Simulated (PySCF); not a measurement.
Gas-phase reaction: 5 CH3CF3 + C4H8 (trans-2-butene) ⇌ 3 C2HF5 + 2 C4H10 (n-butane)

Energies from PySCF (xtb for GFN2), thermal terms from the rigid-rotor harmonic-oscillator model, ideal gas at 1 bar. S°(298 K) at PBE0/def2-TZVP differs from the NASA 1993 table for C4H10 (n-butane) (-9 J/mol/K); whether the harmonic model or the table's entry is off was not settled. † marks an energy on the PBE0/def2-TZVP geometry and frequencies; other levels use their own. MP2 freezes the core. All species are closed-shell singlets. B3LYP is the form with VWN-RPA correlation. MP2 isn't extrapolated to the basis-set limit; its ΔH°(298 K) is 177.2 kJ in def2-SVP and 176.2 kJ in def2-TZVPP. The harmonic model lacks anharmonicity and excited electronic states, which grow with temperature; levels with a mode under 35 cm⁻¹ are left out. Internal rotation in CH3CF3, C4H8 (trans-2-butene), C2HF5, C4H10 (n-butane) is treated as a harmonic vibration of one conformer, which makes the entropy rough.

```
level               ΔE electronic, kJ  ΔH°(298 K), kJ  ΔS°(298 K), J/K  ΔG°(1600 K), kJ
------------------  -----------------  --------------  ---------------  ---------------
B3LYP/def2-TZVP†                  184             201             -123              398
BLYP/def2-TZVP†                   192             209             -123              406
GFN2-xTB                          182             203             -122              402
HF/def2-TZVP†                     192             210             -123              406
MP2/def2-SVP†                     160             177             -123              374
PBE/def2-SVP                      158             174             -119              364
PBE/def2-TZVP†                    165             182             -123              379
r2SCAN/def2-TZVP†                 172             190             -123              386
ωB97X-V/def2-TZVP†                151             168             -123              365
```
ΔH° is lowest at ωB97X-V/def2-TZVP† and highest at HF/def2-TZVP†. No reference value is set beside these.
